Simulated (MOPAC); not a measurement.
Species: ethylsilane, C2H8Si, charge 0, multiplicity 1. SMILES: [SiH3]CC

Atoms: C1, C2, Si3, H4, H5, H6, H7, H8, H9, H10, H11. Bonds: C1-C2, C1-H4, C1-H5, C1-H6, C2-Si3, C2-H7, C2-H8, Si3-H9, Si3-H10, Si3-H11.

Bond lengths (Å) and angles (degrees) optimised at AM1 with MOPAC; PM3 with MOPAC; PM6 with MOPAC, each started from the B3LYP-D3(BJ)/def2-TZVP structure (Ansatz) of the last column. A row stands for all coordinates that are equal there; 11 of 18 kinds are shown.

```json
[
 {"coordinate": "C1-C2", "AM1": "1.498", "PM3": "1.500", "PM6": "1.526", "B3LYP-D3(BJ)/def2-TZVP": "1.534"},
 {"coordinate": "C1-H4", "AM1": "1.118", "PM3": "1.099", "PM6": "1.099", "B3LYP-D3(BJ)/def2-TZVP": "1.092"},
 {"coordinate": "C2-Si3", "AM1": "1.813", "PM3": "1.878", "PM6": "1.873", "B3LYP-D3(BJ)/def2-TZVP": "1.881"},
 {"coordinate": "C2-H7", "AM1": "1.119", "PM3": "1.104", "PM6": "1.115", "B3LYP-D3(BJ)/def2-TZVP": "1.094"},
 {"coordinate": "Si3-H9", "AM1": "1.463", "PM3": "1.494", "PM6": "1.481", "B3LYP-D3(BJ)/def2-TZVP": "1.485"},
 {"coordinate": "Si3-H11", "AM1": "1.463", "PM3": "1.493", "PM6": "1.483", "B3LYP-D3(BJ)/def2-TZVP": "1.484"},
 {"coordinate": "C1-C2-Si3", "AM1": "109.1", "PM3": "109.8", "PM6": "113.7", "B3LYP-D3(BJ)/def2-TZVP": "113.6"},
 {"coordinate": "C2-C1-H4", "AM1": "111.0", "PM3": "111.9", "PM6": "110.7", "B3LYP-D3(BJ)/def2-TZVP": "111.5"},
 {"coordinate": "C2-C1-H5", "AM1": "110.9", "PM3": "111.5", "PM6": "112.3", "B3LYP-D3(BJ)/def2-TZVP": "111.3"},
 {"coordinate": "C1-C2-H7", "AM1": "109.6", "PM3": "110.8", "PM6": "109.6", "B3LYP-D3(BJ)/def2-TZVP": "110.2"},
 {"coordinate": "Si3-C2-H7", "AM1": "111.1", "PM3": "109.8", "PM6": "109.6", "B3LYP-D3(BJ)/def2-TZVP": "108.2"}
]
```

Mean signed difference of all 10 bond lengths from B3LYP-D3(BJ)/def2-TZVP: AM1 -0.004 Å, PM3 0.003 Å, PM6 0.004 Å.
